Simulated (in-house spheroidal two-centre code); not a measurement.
Computed with a spheroidal two-centre code. Model: one electron and two fixed point charges, non-relativistic, separated in prolate spheroidal coordinates (energies exact to about nine digits).

With r1 and r2 the distances to the charges and R their separation, ξ = (r1 + r2)/R and η = (r1 − r2)/R; m is the angular momentum about the axis. The force apart is −d(total energy)/dR, and minima and barriers are those of the total energy. The separation constant A is the eigenvalue of −d/dη(1−η²)d/dη + m²/(1−η²) − p²η² − R(Z2−Z1)η, with p² = −E R²/2 and E the electronic energy.

Command:
```bash
python run_two.py task.json out
```
Settings:
```
Z1                     1
Z2                     1
xi_nodes               1
eta_nodes              0
m                      0
```

Cost of the run: 0.4 s on 1 thread of Intel(R) Xeon(R) Processor @ 2.30GHz, with other jobs on the host.

**Energy curve, total energy includes the repulsion of the charges.**

Given: first charge 1; second charge 1; united atom label 2s sigma g; nodes in ξ 1; nodes in η 0.

Computed: united atom energy -0.5 hartree.

```tsv
distance (bohr)	electronic energy (hartree)	total energy (hartree)	kinetic energy (hartree)	force apart (hartree/bohr)
0.161	-0.493701505	5.71747862	0.483	38.512
0.289	-0.483837715	2.9763699	0.45938	11.888
0.518	-0.463450161	1.46705177	0.41676	3.6367
0.931	-0.428280124	0.645833732	0.35495	1.075
1.67	-0.378524947	0.220277448	0.28303	0.30138
3	-0.318887054	0.0144462795	0.21322	0.07589
4.5	-0.276263461	-0.0540412383	0.17314	0.026466
6	-0.24755459	-0.0808879228	0.15196	0.011845
7.5	-0.227226147	-0.0938928135	0.14116	0.0063017
9	-0.212412467	-0.101301356	0.13623	0.0038811
10.5	-0.201365863	-0.106127767	0.13425	0.0026782
12	?	?	?	?
13.5	-0.186274578	-0.112200504	0.13285	0.00153
15	?	?	?	?
16.5	-0.176458425	-0.115852364	0.13169	0.00095975
18	-0.172701845	-0.117146289	0.13107	0.00077366
24.9	-0.160821749	-0.120661107	0.12878	0.00032587
34.5	-0.151646132	-0.122660624	0.12714	0.0001298
47.7	-0.144711967	-0.123747606	0.12618	5.0972e-05
66	-0.139486918	-0.124335403	0.12564	1.9737e-05
```

(1) What belongs in the row 12?

(2) What belongs in the row 15?

**Where the electron sits, z along the axis from the midpoint, the separation constant A tends to l(l+1) at zero distance; at short distance the term in R(Z2−Z1)η can raise or lower it, and at long distance it falls (p² = -ER²/2).**

```csv
distance (bohr),mean z squared (bohr²),mean squared distance from axis (bohr²),separation constant
0.215,3.6486,7.2815,-0.0037756
0.387,3.882,7.7122,-0.011882
0.695,4.4006,8.6268,-0.036222
1.25,?,?,?
2.24,7.8394,13.439,-0.30386
3.75,12.522,17.522,-0.75983
5.25,18.935,20.598,-1.4063
6.75,27.531,22.493,-2.2782
8.25,38.442,23.245,-3.417
9.75,51.368,23.177,-4.8582
11.2,65.278,22.739,-6.5568
12.8,?,?,?
14.2,96.949,21.767,-11.029
15.8,115.16,21.414,-13.926
17.2,131.89,21.196,-16.742
21.2,184.19,20.853,-26.201
29.3,312.79,20.592,-51.607
40.5,543.33,20.429,-100.35
56.1,968,20.308,-194.44
```

(3) What belongs in the row 1.25?

(4) What belongs in the row 12.8?

Results:

(1) electronic energy (hartree): -0.192917963; total energy (hartree): -0.10958463; kinetic energy (hartree): 0.13341; force apart (hartree/bohr): 0.0019856.

(2) electronic energy (hartree): -0.180904935; total energy (hartree): -0.114238269; kinetic energy (hartree): 0.13229; force apart (hartree/bohr): 0.0012037.

(3) mean z squared (bohr²): 5.4977; mean squared distance from axis (bohr²): 10.384; separation constant: -0.10692.

(4) mean z squared (bohr²): 81.755; mean squared distance from axis (bohr²): 22.18; separation constant: -8.7833.
